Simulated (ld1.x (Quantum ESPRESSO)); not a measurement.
**Before and after: TM semilocal potential for iodine**

iodine (I), norm-conserving Troullier–Martins (semilocal form), made with ld1.x (Quantum ESPRESSO) 7.5 (PBE, scalar-relativistic). Core [Kr] 4d10, reference 5s2 5p5. Waves: 5s (bound): rc 1.75 bohr; 5d channel at 0.05 Ry: rc 1.65 bohr; 5p (bound): rc 1.75 bohr. Local part: the p channel. Core correction: none.

Change: wave 5s (bound): rc 1.75 bohr becomes 5s (bound): rc 1.14 bohr.

Cutoffs: the cutoffs (Ry, on a coarse ladder) from which the occupation-weighted sum of valence levels, in a spherical-Bessel basis at the reference potential, stays within 10 and 1 mRy of its value at 400 Ry; they do not see the model core or the augmentation charge, which bear on the density cutoff. Errors are all-electron minus pseudo energies relative to the spin-unpolarised reference configuration.

Task: How do hardness, ghosts and transferability respond?

Result: The potential gets harder (35 Ry and 70 Ry → 180 Ry and 260 Ry); a bound ghost appears in s, which as a rule spoils a file; the number of tests that count goes from 7 to 6; of the 6 tests that both files solve, the error grows in 5 and shrinks in 1 by more than 15 % and 0.3 meV (median size 11.9 → 50.1 meV); the range in which the s phases agree narrows (upper end 4.8 → -1.1). A smaller radius makes the pseudo-wave follow the all-electron one further in, where it bends more sharply, so more plane waves are needed. A semilocal file is local in each channel, so a ghost entry of none says nothing of the separable form that plane-wave codes build from it.

```tsv
quantity	base	changed
cutoff, loose	35 Ry	180 Ry
cutoff, tight	70 Ry	260 Ry
loose cutoff by channel (10 mRy a level)	s 25 Ry, p 12 Ry	s 180 Ry, p 12 Ry
bound ghosts	none	s
tests counted (converged, no solver errors)	7 of 7	6 of 7
error for 5s2 5p4, meV [ΔE 11.13 eV]	-3.9	+5.8
error for 5s2 5p3, meV [ΔE 30.98 eV]	-16	+42
error for 5s2 5p2, meV [ΔE 60.31 eV]	-45	+139
error for 5s2 5p1, meV [ΔE 99.73 eV]	-88	+347
error for 5s2 5p4.5, meV [ΔE 4.53 eV]	-1.3	+0.5
error for 5s1 5p5, meV [ΔE 22.11 eV]	+7.5	+58
s: phases at 1.89 bohr within 0.05 rad from the reference energy up to (Ry; the scan ends near 5)	4.8	-1.1
p: phases at 1.89 bohr within 0.05 rad from the reference energy up to (Ry; the scan ends near 5)	3.9	3.9
d: phases at 1.89 bohr within 0.05 rad from the reference energy up to (Ry; the scan ends near 5)	0.4	0.4
```

Changed file: Tests not counted: 5s1 5p6 (pseudo-atom not self-consistent, printed error +22 meV). A true bound ghost makes a file unfit for plane-wave use even where its test errors are small: the radial tests pick states by their node count and pass the ghost by.
